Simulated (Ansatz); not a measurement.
In(F)(Br)(OH) (BrFHInO), SMILES [OH][In]([F])[Br].

The structure is a stationary point at B3LYP-D3(BJ)/def2-SVP. The structure was generated by enumeration; whether it is a known compound was not checked. The def2 effective core potentials stand for the cores of In; spin–orbit coupling is left out. Other conformers were not sampled.

Two levels are set side by side: PBE/def2-SVPD (Ansatz, a quantum-chemistry and plane-wave program) and CAM-B3LYP/def2-SVPD (Ansatz). Energy differences of separate SCF runs at the same geometry; the states with an electron removed or added have multiplicity 2 and 2. Differences are taken from unrounded values.

```json
[
 {"quantity": "vertical ionisation energy (eV)", "CAM-B3LYP": "11.51"},
 {"quantity": "vertical electron affinity (eV)", "CAM-B3LYP": "1.39"},
 {"quantity": "vertical singlet–triplet gap (eV)", "CAM-B3LYP": "4.60"}
]
```

Problem. What does PBE give, and how far is it from CAM-B3LYP? (Estimate from the structure and the level; the computed values follow.)

Solution. 
```tsv
quantity	PBE	PBE minus CAM-B3LYP
vertical ionisation energy (eV)	10.75	-0.76
vertical electron affinity (eV)	1.39	0.01
vertical singlet–triplet gap (eV)	3.85	-0.74
```
